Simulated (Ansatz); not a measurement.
Job for Ansatz (a first-principles code): R-MP2/cc-pV(Q+d)Z on AlF2HO (SMILES [OH][Al]([F])[F]), a point of a torsion scan. Files ending in .json are basis or fitting sets from the Basis Set Exchange.

Ansatz 0.2 input:
```yaml
crystal:
  periodic: [false, false, false]
  atoms:
    - {symbol: O, position_ang: [1.12226138, -0.18397156, 0.14129296]}
    - {symbol: Al, position_ang: [-0.49484159, 0.01454199, 0.10731972]}
    - {symbol: F, position_ang: [-1.22671162, 1.38308977, -0.42659122]}
    - {symbol: F, position_ang: [-1.45937685, -1.18255990, 0.67164054]}
    - {symbol: H, position_ang: [2.01381020, -0.05444259, -0.14473128]}
basis:
  gaussian:
    orbitals: cc-pV_Q+d_Z.json
magnetization: {spin_polarized: false}
correlation: {method: mp2, electrons: outside_noble_gas}
scf: {lower_state_search: off}
```

Output:

```
WARN ansatz: RAYON_NUM_THREADS=1 ignored (pool sized by the plan → 1); use --threads N
Functional definition: HF
these checks for a lower state are left out or cut short: stability, starts, cluster_reference, orbital_swaps, neighbouring_geometries, increment
integrals: 0.63 GiB planned
1614 factors; integrals over basis functions are off by at most 9.0e-4 eV
mean field: 0.86 GiB planned
mean field evaluation 1: about -14053.3959 eV, gradient 5.3e1 eV
mean field evaluation 2: about -14053.4354 eV, gradient 5.4e1 eV
mean field evaluation 4: about -14057.7366 eV, gradient 1.7e0 eV
mean field evaluation 8: about -14057.7637 eV, gradient 2.1e-1 eV
mean field -14057.76388664 eV, -516.6132941394 hartree, gradient 1.1e-6 eV, S^2 0.000000; 0 other end points of the search recorded, 0 dependent functions left out
8 core orbitals not correlated
reference -14057.76388664 eV, -516.6132941394 hartree; 12, 12 occupied and 239, 239 virtual orbitals, 1614 factors
second order -24.31777562 eV of doubles, -0.00000000 eV of singles
Total energy: -14082.08166226 eV, -517.5069559101 hartree
Checks for a lower state left out: stability, starts, cluster_reference, orbital_swaps, neighbouring_geometries, increment
```

The run converged.

Cost: about 6 core-seconds (a rough figure).
